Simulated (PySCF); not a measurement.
Compounds:

A. `O=C(C=C(F)F)OC1CC1`
B. SMILES CC(C)=C(C)C#N
C. SMILES COC1C=CPC=C1

Spectrum 1. ¹H NMR (300 MHz, computed): δ 2.29 (s, 3H), 1.88 (s, 3H), 1.84 (s, 3H). ¹³C{¹H} NMR (computed): δ 163.9 (C), 124.7 (C), 109.8 (C), 28.7 (CH3), 22.0 (CH3), 19.4 (CH3).

Spectrum 2. ¹H NMR (300 MHz, computed): δ 6.63 (m, 2H), 6.55 (m, 2H), 4.55 (m, 1H), 3.73 (s, 3H), 3.49 (m, 1H). ¹³C{¹H} NMR (computed): δ 142.5 (CH), 130.4 (CH), 83.1 (CH), 60.0 (CH3).

Spectrum 3. ¹H NMR (300 MHz, computed): δ 5.34 (m, 1H), 4.96 (m, 1H), 0.91 (m, 2H), 0.72 (m, 2H). ¹³C{¹H} NMR (computed): δ 176.1 (C), 167.5 (C), 84.0 (CH), 49.5 (CH), 7.6 (CH2).

- coordinates at the GFN2-xTB level
- shieldings: GIAO PBE0/pcSseg-1
- code: PySCF
- a single conformation, no relativistic terms, rapidly exchanging positions averaged, gas phase

Chemical shifts δ = σref − σ; TMS for ¹H (σ = 31.72 ppm) and ¹³C (σ = 186.93 ppm), all at this level. Splittings of carbon signals by F and P are missing where no couplings were computed. Where no couplings were computed, multiplicities follow the n + 1 count of equivalent neighbours, and m marks all less simple cases (inequivalent or close neighbours, rings, F or P nearby). Shifts are as computed. Against solution values, carbons near 30 ppm lie about +3 ppm off and those near 130 ppm about +5 ppm. Of 1211 compounds with measured shifts, 218 miss one by over three times the rms of a fit or turn the order of signals round; such compounds aren't used in these exercises.

Question: Match each spectrum to its structure.

Answer: 1–B, 2–C, 3–A.

- Spectrum 1 (B): 6 ¹³C signals; δC 163.9 is a fully substituted alkene carbon; δC 124.7 is a nitrile carbon.
- Spectrum 2 (C): 4 ¹³C signals; δC 142.5 is an alkene CH; δC 130.4 is an alkene CH.
- Spectrum 3 (A): 5 ¹³C signals; δC 176.1 is a β carbon of a C=C–C=O unit; δC 167.5 is an ester carbonyl carbon.
